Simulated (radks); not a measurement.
Results of a calculation; reference values are marked as such.
Species: Nd III. Configuration: [Kr] 4d10 4f4 5s1 5p6 5d1 (not the ground configuration). Level of theory: scalar-relativistic Kohn-Sham, TASK exchange with Perdew-Wang LDA correlation, spin-polarised, spherical densities, finite nucleus; open shells are filled with parallel spins first (spin-orbit coupling, left out, can overturn this in heavy ions); meta-GGA in the generalised Kohn-Sham scheme; Fermi nuclear charge, rms radius 4.9123 fm (a radial shooting solver on a logarithmic mesh with Libxc functionals). Some entries of the table are withheld. Estimate them.

orbital  occ.  eigenvalue (eV)  r(max) (bohr)
1s up       1        -43487.30        0.01510
1s down     1        -43487.17        0.01510
2s up       1        -7073.901        0.08553
2s down     1        -7073.799        0.08553
2p up       3        -6324.305        0.06893
2p down     3        -6324.202        0.06893
3s up       1        -1556.432         0.2438
3s down     1        -1554.666         0.2438
3p up       3        -1319.090         0.2388
3p down     3        -1317.300         0.2387
3d up       5        -988.7373         0.1961
3d down     5        -987.2901         0.1960
4s up       1        -328.3183         0.5663
4s down     1        -323.7279         0.5662
4p up       3        -250.0124         0.5910
4p down     3        -245.3140         0.5907
4d up       5        -137.9488            (1)
4d down     5        -132.8883            (2)
5s up       1         -60.3238          1.317
5p up       3         -40.2963          1.479
5p down     3         -36.0218          1.512
4f up       4         -18.7835         0.6607
5d up       1         -14.9097          1.928

Answer. 
(1) 4d up r(max) (bohr): 0.6198
(2) 4d down r(max) (bohr): 0.6190
